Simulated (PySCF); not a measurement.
A structure optimised at PBE0-D3(BJ)/def2-SVP, used in a PySCF frequency run:

```xyz
9

Zn    -0.3656     0.4426     0.5952
N     -1.3156     1.1052     1.9868
H     -1.0763     0.7385     2.9054
H     -2.3282     1.0540     1.9007
O      0.6396     0.0101    -0.7934
Si     1.0608    -1.2710    -1.7224
H     -0.1290    -1.9027    -2.3877
H      1.7340    -2.3512    -0.9243
H      2.0079    -0.8408    -2.7966
```
Charge 0, spin multiplicity 1.

Problem. Write its SMILES and formula.

Solution. [NH2][Zn][O][SiH3], H5NOSiZn

Problem. What are its rotational constants (standard atomic weights)?

Solution. 37.863, 1.4009, 1.3825 GHz
